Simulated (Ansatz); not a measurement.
Ansatz (a quantum-chemistry and plane-wave program) input (B3LYP-D3(BJ)/def2-TZVP):

Ansatz 0.2 input:
```yaml
crystal:
  periodic: [false, false, false]
  atoms:
    - {symbol: B, position_ang: [0.60533698, 0.03889015, 0.02940349]}
    - {symbol: N, position_ang: [-0.62761824, -0.03956897, 0.00109267]}
    - {symbol: H, position_ang: [1.69515702, 0.03305382, 0.05921498]}
    - {symbol: H, position_ang: [-1.61580045, -0.05469664, -0.02652924]}
basis:
  gaussian:
    orbitals: def2-TZVP
hamiltonian:
  xc: b3lyp
  dispersion: d3bj
total_charge: -1
magnetization: {spin_polarized: true, initial_magnetization: 1}
relax: {f_tol: 0.002, max_steps: 150}
```

End of the output:

```
these checks for a lower state are left out or cut short: starts, cluster_reference, orbital_swaps, neighbouring_geometries, increment
integrals: 0.01 GiB planned
412 factors; their error is unknown
mean field: 0.17 GiB planned
mean field -2198.69694147 eV, -80.8006222687 hartree, gradient 1.8e-5 eV, S^2 0.752891; 0 other end points of the search recorded, 0 dependent functions left out
the calculation of the forces begins
reference -2198.69714358 eV, -80.8006296961 hartree; 8, 7 occupied and 66, 67 virtual orbitals, 412 factors
relax step  10: F+E_penalty+E_count = -2198.76187228 eV  Δ(F+E_penalty+E_count) = -1.096e-2 eV  max|allowed force component| = 1.728e-1 eV/Å  Δτ_max = 0.0479 Å  (34 SCF iters, accepted)
these checks for a lower state are left out or cut short: starts, cluster_reference, orbital_swaps, neighbouring_geometries, increment
integrals: 0.01 GiB planned
412 factors; their error is unknown
mean field: 0.17 GiB planned
mean field -2198.69732840 eV, -80.8006364880 hartree, gradient 1.6e-5 eV, S^2 0.752892; 0 other end points of the search recorded, 0 dependent functions left out
the calculation of the forces begins
reference -2198.69753060 eV, -80.8006439188 hartree; 8, 7 occupied and 66, 67 virtual orbitals, 412 factors
relax step  11: F+E_penalty+E_count = -2198.76227960 eV  Δ(F+E_penalty+E_count) = -4.073e-4 eV  max|allowed force component| = 5.147e-3 eV/Å  Δτ_max = 0.0046 Å  (34 SCF iters, accepted)
these checks for a lower state are left out or cut short: starts, cluster_reference, orbital_swaps, neighbouring_geometries, increment
integrals: 0.01 GiB planned
412 factors; their error is unknown
mean field: 0.17 GiB planned
mean field -2198.69732725 eV, -80.8006364459 hartree, gradient 1.6e-5 eV, S^2 0.752891; 0 other end points of the search recorded, 0 dependent functions left out
the calculation of the forces begins
reference -2198.69752943 eV, -80.8006438758 hartree; 8, 7 occupied and 66, 67 virtual orbitals, 412 factors
relax step  12: F+E_penalty+E_count = -2198.76227715 eV  Δ(F+E_penalty+E_count) = +2.446e-6 eV  max|allowed force component| = 3.149e-3 eV/Å  Δτ_max = 0.0007 Å  (24 SCF iters, rejected (line search))
these checks for a lower state are left out or cut short: starts, cluster_reference, orbital_swaps, neighbouring_geometries, increment
integrals: 0.01 GiB planned
412 factors; their error is unknown
mean field: 0.17 GiB planned
mean field -2198.69733149 eV, -80.8006366018 hartree, gradient 7.2e-5 eV, S^2 0.752891; 0 other end points of the search recorded, 0 dependent functions left out
the calculation of the forces begins
reference -2198.69753368 eV, -80.8006440319 hartree; 8, 7 occupied and 66, 67 virtual orbitals, 412 factors
relax step  13: F+E_penalty+E_count = -2198.76228089 eV  Δ(F+E_penalty+E_count) = -1.291e-6 eV  max|allowed force component| = 3.480e-4 eV/Å  Δτ_max = 0.0003 Å  (22 SCF iters, accepted)
integrals: 0.01 GiB planned
412 factors; their error is unknown
mean field: 0.17 GiB planned
mean field evaluation 160: about -2198.6973 eV, gradient 7.2e-5 eV
mean field -2198.69733149 eV, -80.8006366018 hartree, gradient 7.2e-5 eV, S^2 0.752891; 1 other end points of the search recorded, 0 dependent functions left out
the calculation of the forces begins
reference -2198.69753368 eV, -80.8006440319 hartree; 8, 7 occupied and 66, 67 virtual orbitals, 412 factors
Total energy: -2198.76248307 eV, -80.8030308782 hartree
Atom 0 at     0.502462     0.350635     0.040752 Å, force    -0.000265    -0.000223    -0.000012 eV/Å
Atom 1 at    -0.608886    -0.403268    -0.013969 Å, force     0.000348     0.000149     0.000015 eV/Å
Atom 2 at     1.658088    -0.064017     0.053676 Å, force    -0.000009     0.000024    -0.000001 eV/Å
Atom 3 at    -1.494589     0.094328    -0.017278 Å, force    -0.000074     0.000051    -0.000002 eV/Å
Dipole moment:    -0.340518    -0.169379    -0.014507 e Å
```
